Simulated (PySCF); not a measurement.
Computed with PySCF with TPSSh-D3(BJ)/def2-TZVP // PBE-D3(BJ)/def2-SVP. Gas-phase values, no solvent. 

Reference species: [Pd(CO)] (neutral, multiplicity 1).

```
Item                                                           Result
------------------------------------------------------------  -------
mean distance from the central atom to its bonded neighbours  1.825 Å
coordination number                                                 1
dipole moment                                                  3.01 D
```

Changed species: [Pt(CO)] (M = Pt, multiplicity 1; the reference has M = Pd, multiplicity 1).

Question: Predict the effect on the mean distance from the central atom to its bonded neighbours, coordination number and dipole moment.

Answer: the mean distance from the central atom to its bonded neighbours falls by 0.059 Å, to 1.766 Å; the coordination number hardly moves; the dipole moment falls by 0.35 D, to 2.66 D.
